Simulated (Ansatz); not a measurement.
Ga₉N₉H₂₄⁻, a nanocrystal cut from wurtzite GaN (hydrogen-capped). Charge -1, multiplicity 2. Geometry PBE-D4/def2-SVP, that of the neutral singlet; atoms count from 1.

Cartesian coordinates in Å:
```
Ga 3.4123 2.0109 -0.0935
N 2.8907 1.5732 1.8426
N 1.8570 1.1588 -1.0308
Ga 1.8689 -0.8037 -0.8100
Ga 1.1981 0.5596 2.1751
N 1.3318 -1.0852 1.0955
N 0.3501 -1.5188 -1.8501
Ga 0.2994 -3.5231 -1.7873
Ga -0.3185 -2.1343 1.3508
N -0.1169 -3.7640 0.2080
Ga 0.1672 2.0940 -0.6191
N -0.2299 1.5759 1.2711
N -1.2572 1.2181 -1.6699
Ga -1.4279 -0.7406 -1.4855
Ga -1.9357 0.6214 1.5325
N -1.6950 -1.0260 0.4756
Ga -3.0236 2.1338 -1.4150
N -3.3204 1.6963 0.5681
H 4.7355 1.1831 -0.3688
H 3.3191 3.5891 -0.2059
H 3.6702 1.0561 2.2752
H 2.8507 2.4570 2.3713
H 2.0445 1.3347 -2.0321
H 3.2563 -1.4894 -1.1191
H 0.9822 0.3313 3.7231
H 2.0896 -1.6421 1.5214
H 0.5569 -1.3070 -2.8405
H 1.7574 -4.1123 -1.9852
H -0.9810 -4.0609 -2.5508
H -0.6320 -2.5391 2.8451
H 0.6162 -4.3611 0.6183
H -0.9758 -4.3278 0.2901
H 0.2297 3.6627 -0.7795
H -0.3192 2.4626 1.7923
H -1.0283 1.3929 -2.6627
H -2.6061 -1.3779 -2.3200
H -2.3560 0.3975 3.0386
H -2.5795 -1.5509 0.5647
H -2.8367 3.7065 -1.4743
H -4.1615 1.3504 -2.1918
H -3.4555 2.5834 1.0750
H -4.2272 1.2147 0.6575
```

Single mean-field runs in def2-SVP are fitted with def2-universal-jkfit. The highest occupied level of the charge -1 doublet lies above zero (up to 1.90 eV). By energy differences it is unbound by 0.81 eV (vertical, against the charge 0 singlet, at PBE0-D4/def2-SVP) and held by the finite basis.

**Question.** Estimate the Mulliken populations of the heavy atoms from the PBE0/def2-SVP orbitals of Ansatz.

**Answer.** 
| atom | charge (e) | spin (α − β) |
| --- | --- | --- |
| Ga1 | 0.25 | 0.17 |
| N2 | -0.41 | -0.03 |
| N3 | -0.70 | -0.01 |
| Ga4 | 0.54 | 0.06 |
| Ga5 | 0.54 | 0.08 |
| N6 | -0.73 | -0.01 |
| N7 | -0.70 | -0.01 |
| Ga8 | 0.25 | 0.17 |
| Ga9 | 0.54 | 0.08 |
| N10 | -0.41 | -0.03 |
| Ga11 | 0.54 | 0.06 |
| N12 | -0.73 | -0.01 |
| N13 | -0.70 | -0.01 |
| Ga14 | 0.54 | 0.06 |
| Ga15 | 0.54 | 0.08 |
| N16 | -0.73 | -0.01 |
| Ga17 | 0.25 | 0.17 |
| N18 | -0.41 | -0.03 |
Mulliken values depend strongly on the basis.

**Question.** Where does the spin sit?

**Answer.** Summed by element: Ga 0.92, N -0.16, H 0.24, of 1 unpaired in all. Largest on single atoms: Ga8 0.17, Ga17 0.17, Ga1 0.17.

**Question.** And the Mayer bond orders between heavy atoms (over 0.3)?

**Answer.** Ga1–N2 0.57 (2.05 Å); Ga1–N3 0.63 (2.01 Å); N2–Ga5 0.63 (2.00 Å); N3–Ga4 0.66 (1.97 Å); N3–Ga11 0.66 (1.97 Å); Ga4–N6 0.61 (2.00 Å); Ga4–N7 0.66 (1.97 Å); Ga5–N6 0.68 (1.97 Å); Ga5–N12 0.68 (1.97 Å); N6–Ga9 0.68 (1.97 Å); N7–Ga8 0.63 (2.01 Å); N7–Ga14 0.66 (1.97 Å); Ga8–N10 0.57 (2.05 Å); Ga9–N10 0.63 (2.00 Å); Ga9–N16 0.68 (1.97 Å); Ga11–N12 0.61 (2.00 Å); Ga11–N13 0.66 (1.97 Å); N12–Ga15 0.68 (1.97 Å); N13–Ga14 0.66 (1.97 Å); N13–Ga17 0.63 (2.01 Å); Ga14–N16 0.61 (2.00 Å); Ga15–N16 0.68 (1.97 Å); Ga15–N18 0.63 (2.00 Å); Ga17–N18 0.57 (2.05 Å).
